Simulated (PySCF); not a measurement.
Species: C₅H₁₂N₂Si.
Geometry (PBE0-D3(BJ)/def2-SVP, Å), atoms numbered from 1 in this order:
```
atom  x, y, z in Å
C1    -3.182   -1.896   -0.021
C2    -1.905   -1.868    0.361
C3    -1.252   -0.725    1.078
N4    -0.092   -0.205    0.367
Si5   -0.279    0.910   -0.990
N6     1.062   -0.813    0.713
C7     2.142   -0.592    0.068
C8     3.420   -1.237    0.478
H9    -3.603   -2.755   -0.551
H10   -3.857   -1.059    0.185
H11   -1.243   -2.714    0.135
H12   -1.982    0.085    1.242
H13   -0.888   -1.050    2.066
H14    0.642    2.076   -0.831
H15   -1.698    1.357   -0.944
H16    0.018    0.274   -2.312
H17    2.173    0.084   -0.808
H18    4.177   -0.486    0.759
H19    3.851   -1.832   -0.345
H20    3.242   -1.896    1.338
```

Level: PBE0/pcSseg-1 and wB97X-D/def2-SVPD in PySCF, non-relativistic, on one gas-phase PBE0-D3(BJ)/def2-SVP geometry that isn't relaxed in the solvent. The solvent is an IEF-PCM continuum (cavity from Bondi-type radii × 1.2). The model holds no explicit solvent molecules, cavitation or dispersion.

Gas phase at PBE0/pcSseg-1: HOMO -6.16 eV, LUMO -0.01 eV, dipole 0.78 D.

Problem. What does the continuum do to the energy, the frontier levels and the dipole at PBE0/pcSseg-1 in methanol and dimethylsulfoxide?

Solution. 
```
          solvent      ε  E(solvent) − E(gas) (kJ/mol)  polarisation term (kJ/mol)  distortion of the solute (kJ/mol)  HOMO (eV)  LUMO (eV)  dipole (D)
         methanol  32.61                        -15.18                      -17.49                               2.31      -6.19      -0.04        1.26
dimethylsulfoxide  46.83                        -15.46                      -17.86                               2.40      -6.19      -0.04        1.27
```

The polarisation term is half the interaction of the solute with the surface charges that it induces; the rest is the cost of distorting the solute's density. The sum is the electrostatic part of solvation alone. From methanol to dimethylsulfoxide the lowering changes by a factor 1.02, Onsager's factor (ε − 1)/(2ε + 1) by 1.01 and ε itself by 1.4.

Problem. Give the dipole vector in the frame of the coordinates (D, pointing from negative to positive charge), gas and dimethylsulfoxide.

Solution. Gas (0.03, 0.42, -0.66), solvent (0.07, 0.73, -1.03). Its length changes by +62 % and its direction by 3°.

Problem. Which Hirshfeld charges (PBE0/pcSseg-1) respond most in dimethylsulfoxide (means over atoms taken as equivalent)?

Solution. 
```json
{"atoms": "N6", "environment": "C=N nitrogen", "gas (e)": "-0.098", "solvent (e)": "-0.122", "change": "-0.024"}
{"atoms": "H17", "environment": "hydrogen on a C=N carbon", "gas (e)": "+0.033", "solvent (e)": "+0.043", "change": "+0.010"}
{"atoms": "H10", "environment": "vinylic hydrogen", "gas (e)": "+0.043", "solvent (e)": "+0.049", "change": "+0.006"}
{"atoms": "C2", "environment": "alkene CH carbon", "gas (e)": "-0.044", "solvent (e)": "-0.050", "change": "-0.006"}
{"atoms": "N4", "environment": "silicon-bound nitrogen", "gas (e)": "-0.108", "solvent (e)": "-0.113", "change": "-0.005"}
{"atoms": "H9", "environment": "vinylic hydrogen", "gas (e)": "+0.047", "solvent (e)": "+0.050", "change": "+0.003"}
```

Gas phase at wB97X-D/def2-SVPD: HOMO -7.96 eV, LUMO 1.67 eV, dipole 0.80 D.

Problem. What does the continuum do to the energy, the frontier levels and the dipole at wB97X-D/def2-SVPD in dimethylsulfoxide?

Solution. 
| solvent | ε | E(solvent) − E(gas) (kJ/mol) | polarisation term (kJ/mol) | distortion of the solute (kJ/mol) | HOMO (eV) | LUMO (eV) | dipole (D) |
| --- | --- | --- | --- | --- | --- | --- | --- |
| dimethylsulfoxide | 46.83 | -15.46 | -18.30 | 2.84 | -7.99 | 1.64 | 1.35 |

Problem. How does the static polarisability (wB97X-D/def2-SVPD, frozen core, with the continuum's full static response) change?

Solution. 
```tsv
medium	isotropic (au)	principal values (au)	⟨r²⟩ of the electrons (bohr²)
gas	109.9	85.0, 98.7, 146.0	1584.2
dimethylsulfoxide	149.5	120.7, 133.6, 194.1	1582.2
```

The isotropic value in dimethylsulfoxide is 1.36 times the gas-phase one; no cavity-field correction is applied. ⟨r²⟩ is taken about the centre of nuclear charge.

On Arm Neoverse V2, one thread, shared host, this took 34 s and 1.1 GiB of memory at its peak. This is the whole shielding run at PBE0/pcSseg-1 in dimethylsulfoxide, SCF included.

wB97X-D is run here without its empirical dispersion term; that term would change no orbital, density or response property at a fixed geometry.
